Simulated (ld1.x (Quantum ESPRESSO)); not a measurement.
C (Z = 6): one change to a TM potential, before and after

ld1.x (Quantum ESPRESSO) 7.5 input, shortened:

```
&input
   title='C', zed=6., rel=0, dft='PZ', iswitch=3,
   config='[He] 2s2 2p1'
 /
 &inputp
   pseudotype=2, tm=.true., lloc=-1, rcloc=1.00,
   nlcc=.true., new_core_ps=.true.
 /
2
2S  1  0   2.00   0.00  0.80  0.80  0.0
2P  2  1   1.00   0.00  2.50  2.50  0.0
 &test
   configts(1)='2s2 2p1'
 /
```

Change: wave 2p (bound): rc 2.50 bohr becomes 2p (bound): rc 1.90 bohr.

Cutoffs: the cutoffs (Ry, on a coarse ladder) from which the occupation-weighted sum of valence levels, in a spherical-Bessel basis at the reference potential, stays within 10 and 1 mRy of its value at 400 Ry; they do not see the model core or the augmentation charge, which bear on the density cutoff. Errors are all-electron minus pseudo energies relative to the spin-unpolarised reference configuration.

Task: How do hardness, ghosts and transferability respond?

Result: The potential gets neither clearly harder nor softer (100 Ry and 230 Ry → 100 Ry and 230 Ry); the s channel sets the loose cutoff, while the largest relative change is in p, which becomes harder; of the 9 tests that both files solve, the error grows in 2 and shrinks in 7 by more than 15 % and 0.3 meV (median size 80.2 → 24.9 meV); neither file shows a bound ghost.

```csv
quantity,base,changed
"cutoff, loose",100 Ry,100 Ry
"cutoff, tight",230 Ry,230 Ry
loose cutoff by channel (10 mRy a level),"s 90 Ry, p 21 Ry","s 90 Ry, p 30 Ry"
bound ghosts,none,none
"error for 2s2 2p2, meV [ΔE -10.99 eV]",+64,+20
"error for 2s2 2p0, meV [ΔE 24.26 eV]",+253,+98
"error for 2s1 2p0, meV [ΔE 72.21 eV]",+631,+266
"error for 2s2 2p2.3, meV [ΔE -12.19 eV]",+80,+25
"error for 2s1 2p2, meV [ΔE 8.48 eV]",+6.6,+13
"error for 2s2 2p1.5, meV [ΔE -6.96 eV]",+25,+8.1
"error for 2s0 2p4, meV [ΔE 5.50 eV]",+250,+112
"error for 2s2 2p1 (spin-polarised), meV [ΔE -0.40 eV]",+6.2,+12
"error for 2s2 2p2 (spin-polarised), meV [ΔE -12.12 eV]",+102,+57
```
